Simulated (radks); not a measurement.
Values are calculated unless marked as measured or tabulated.
Spherical quantum dot in the effective-mass picture: electrons in a parabolic well V = omega^2 r^2 / 2 with omega = 0.321, with a point charge +2 (a donor) at the centre, all in effective atomic units (hartree* = m*/eps^2 hartree, bohr* = eps/m* bohr), one dielectric constant everywhere. Level of theory: non-relativistic Kohn-Sham, LDA (Slater exchange, Perdew-Wang correlation), spin-polarised, spherical densities (a radial shooting solver with Libxc functionals). Levels are named by radial order and angular momentum (1s, 1p, 1d, 2s, ...), and open shells are averaged over m. Each electron was tried in the lowest free levels, single moves between levels near the top were tried too, and the lowest total energy was kept; such a search can miss a lower state. At N = 1 the Hartree and exchange-correlation terms need not cancel, so that row can carry a self-interaction error.

N,open shells,2S,E (hartree*),mu = E(N) - E(N-1) (hartree*),addition energy mu(N+1) - mu(N) (hartree*),e(HOMO) (hartree*),rms radius (bohr*)
1,"1s(up 1, down 0)",1,-1.90204,-1.9020,1.090,-1.4596,0.8635
2,none,0,-2.71409,-0.81205,1.548,-0.46137,1.041
3,"1p(up 1, down 0)",1,-1.97772,0.73636,0.2852,0.87641,1.755
4,"1p(up 2, down 0)",2,-0.956179,1.0215,0.2852,1.1658,2.112
5,"1p(up 3, down 0)",3,0.350528,1.3067,0.2701,1.4456,2.366
6,"1p(up 3, down 0) 2s(up 1, down 0)",4,1.92731,1.5768,0.3247,1.7055,2.607
7,"1p(up 3, down 0)",3,3.82880,1.9015,0.2404,2.0117,2.811
8,"1p(up 3, down 1)",2,5.97070,2.1419,0.2285,2.2568,2.962
9,"1p(up 3, down 2)",1,8.34110,2.3704,0.2239,2.4833,3.100
10,none,0,10.9354,2.5943,0.4087,2.7045,3.228
11,"1d(up 1, down 0)",1,13.9385,3.0030,0.1950,3.1010,3.378
12,"1d(up 2, down 0)",2,17.1365,3.1981,0.1923,3.2947,3.512
13,"1d(up 3, down 0)",3,20.5269,3.3904,0.1893,3.4855,3.634
14,"1d(up 4, down 0)",4,24.1066,3.5797,0.1864,3.6734,3.746
15,"1d(up 5, down 0)",5,27.8727,3.7661,0.2240,3.8583,3.850
16,"1d(up 5, down 1)",4,31.8627,3.9901,0.1758,4.0782,3.950
17,"1d(up 5, down 2)",3,36.0286,4.1658,0.1740,4.2532,4.044
18,"1d(up 5, down 3)",2,40.3684,4.3399,0.1721,4.4262,4.133
19,"1d(up 5, down 4)",1,44.8803,4.5119,0.1700,4.5973,4.218
20,none,0,49.5623,4.6819,0.3182,4.7663,4.299
21,"1f(up 1, down 0)",1,54.5624,5.0002,0.1590,5.0799,4.386
22,"1f(up 2, down 0)",2,59.7216,5.1592,-,5.2382,4.469

All shells are closed at N = 2, 10, 20 (there: 1s2 1p6 1d10 2s2); the second difference of the energy has clear peaks (12 % above both neighbours; the first and last values, which can be the largest, are not judged, and half-filled shells can peak too) at N = 2, 6, 10, 15, 20.
